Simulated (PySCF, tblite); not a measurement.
Compound: C5H12FNSi2.
Geometry (GFN2-xTB, Å), atoms numbered from 1 in this order:
```
atom  x, y, z in Å
C1    -4.019   -0.426   -0.486
N2    -3.425    0.081    0.728
Si3   -1.973    1.003    0.759
C4    -0.449    0.112    0.187
C5     0.508   -0.509   -0.207
C6     1.695   -1.220   -0.612
F7     1.962   -2.262    0.282
Si8    3.245   -0.058   -0.658
C9     3.388    0.797    1.024
H10   -3.889    0.310   -1.277
H11   -5.088   -0.594   -0.340
H12   -3.563   -1.367   -0.818
H13   -3.606   -0.533    1.508
H14   -1.795    1.372    2.164
H15   -2.177    2.126   -0.163
H16    1.527   -1.704   -1.582
H17    3.009    0.896   -1.747
H18    4.393   -0.925   -0.941
H19    4.228    1.485    1.046
H20    3.533    0.072    1.822
H21    2.486    1.361    1.252
```

Level of theory: PBE0/pcSseg-1 in PySCF (dipole) on a GFN2-xTB geometry, gas phase.

Masses are those of the commonest isotopes; rigid-rotor values at the optimised geometry. The values belong to one conformer with, in the numbering `[CH3:1][NH:2][SiH2:3][C:4]#[C:5][C@H:6]([F:7])[SiH2:8][CH3:9]`, C1–N2–Si3–C4 -64°, C5–C6–Si8–C9 53°.

Task: What are A, B and C (GHz)?

Result: Ia = 228.91, Ib = 1223.82, Ic = 1335.78 u·Å²; 505379 MHz·u·Å²/I gives 2208, 413.0 and 378.3 MHz, that is A = 2.2078, B = 0.4130, C = 0.3783 GHz.

Task: Classify the top.

Result: A near-prolate asymmetric top: κ = (2 × 413.0 − 2208 − 378.3)/(2208 − 378.3) = -0.96.

Task: What does the inertial defect say?

Result: Not planar: Δ = Ic − Ia − Ib = -116.94 u·Å². For a rigid frame Δ = −2 Σ m c², so Σ m c² = 58.47 u·Å² lies off the ab plane: 16.58 from hydrogen and 41.89 from heavier atoms. The atom farthest from that plane is 2.03 Å away.

Task: Give the other two planar moments, Paa and Pbb, and the rms extents of the mass along the axes.

Result: Paa = Σ m a² = (Ib + Ic − Ia)/2 = 1165.35 and Pbb = Σ m b² = (Ia + Ic − Ib)/2 = 170.44 u·Å². With the mass M = 161.05 u, the rms extents √(P/M) along a, b and c are 2.69, 1.03, 0.60 Å.

Task: Predict some low-J microwave lines.

Result: The dipole components are |μa| = 0.21 D, |μb| = 0.17 D, |μc| = 0.86 D. Intensities carry the squares of the components, which stand as 0.06 : 0.04 : 1.00 (a : b : c). Some lines, for components of 0.1 D or more:

```tsv
type	branch	J(Ka,Kc)	MHz	lower level (cm⁻¹)
c	Q	3(1,3) ← 3(0,3)	1710	0.158
a	R	3(1,3) ← 2(1,2)	2322	0.138
a	R	3(2,2) ← 2(2,1)	2374	0.321
a	R	4(3,2) ← 3(3,1)	3166	0.702
a	R	4(2,2) ← 3(2,1)	3170	0.400
c	R	2(1,1) ← 1(0,1)	3447	0.026
a	R	5(1,4) ← 4(1,3)	4041	0.330
b	Q	3(2,1) ← 3(1,2)	5335	0.222
b	R	5(1,5) ← 4(0,4)	5513	0.264
b	R	2(2,0) ← 1(1,1)	7037	0.086
c	R	5(2,3) ← 4(1,3)	9237	0.330
c	R	5(2,4) ← 4(1,4)	9566	0.319
c	R	4(3,1) ← 3(2,1)	12225	0.400
b	R	4(3,1) ← 3(2,2)	12227	0.400
b	Q	5(4,2) ← 5(3,3)	12684	0.940
c	R	5(3,2) ← 4(2,2)	13013	0.506
b	R	5(3,2) ← 4(2,3)	13021	0.506
c	R	5(4,2) ← 4(3,2)	16642	0.808
```

Task: Estimate the classical rotational partition function at 50 K, 200 K and 298.15 K.

Result: Point group C1, symmetry number σ = 1; q = (√π/σ)·√((kT/h)³/(ABC)), k/h = 20836.6 MHz/K: 101000 at 50 K, 812000 at 200 K, 1480000 at 298.15 K.

Its lowest GFN2-xTB frequency is 10 cm⁻¹, too small to tell a flat minimum from a shallow saddle. Zero-point vibration and centrifugal distortion are left out. A rigid rotor knows nothing of inversion at nitrogen or internal rotation, which can split or shift real lines. Quadrupole hyperfine structure (14N) is left out.

The run took 60 s (grids of density and orbitals included) on an Arm Neoverse V2 with one thread, shared host, and the process peaked at 1.0 GiB of memory. This is the PBE0/pcSseg-1 job that gave the dipole, with the shieldings it also computed.
